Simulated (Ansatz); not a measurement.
Cartesian coordinates in Å:
```
C 2.043 0.468 -0.355
N 0.826 0.536 0.415
B -0.425 -0.038 0.164
C -0.718 -0.921 -1.111
C -1.582 0.214 1.212
H 2.385 1.464 -0.656
H 2.852 -0.009 0.208
H 1.879 -0.114 -1.260
H 0.919 1.082 1.258
H 0.102 -1.026 -1.824
H -1.579 -0.520 -1.656
H -1.013 -1.931 -0.802
H -1.286 0.831 2.065
H -1.962 -0.735 1.606
H -2.440 0.700 0.734
```

The species carries charge 0 and has multiplicity 1.

Task: List the PBE0/def2-TZVPP orbital energies in eV (the Gaussian-basis code of Ansatz). (Best estimate.)

Result: Computed: Occupied: -391.14, -278.70, -276.99, -276.96, -183.62, -24.85, -19.62, -18.91, -18.39, -14.41, -12.97, -12.13, -11.70, -11.08, -10.58, -10.31, -10.29, -9.50, -8.36, -7.36. Lowest empty: 0.89, 1.23, 1.80, 1.89, 2.89, 2.92, 2.96, 3.51.
